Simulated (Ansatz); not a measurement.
The molecule YH, multiplicity 3 (an upper state: multiplicity 1 came lower at CCSD(T)/def2-TZVPP on PBE0 minima). No spin–orbit coupling.

Seven points along R, fitted to fifth degree in 1/R; most abundant isotopes. Runs in def2 and cc sets follow the lowest solution found near the PBE0 minimum.

Correlated levels freeze the inner cores; with def2 sets outer-core shells near the valence are correlated too.

The values were computed with Ansatz (Gaussian basis) for Hartree–Fock, density functionals and correlated methods. Each number belongs to the level named beside it. In def2 rows elements past Kr take small-core potentials, without spin–orbit coupling.

Energies at CCSD(T)/def2-TZVPP:

```csv
R (Å),E (hartree)
1.837350,-38.62686711
1.886742,-38.62911394
1.932181,-38.63036404
1.983548,-38.63096787
2.034915,-38.63083798
2.094184,-38.62992560
2.163332,-38.62801970
```

Q: With a reduced mass of 0.9965 u, find the minimum, the force constant and the constants.

A: A fifth-degree polynomial in 1/R puts the minimum at r_e = 1.9991 Å with force constant 115 N/m. Then ω_e = (1/2πc)√(k/μ) = 1399 cm⁻¹ and B_e = h/(8π²cμr_e²) = 4.233 cm⁻¹; the cubic and quartic terms give α_e = 0.091 and ω_e x_e = 19 cm⁻¹.

Ansatz is an electronic-structure program.
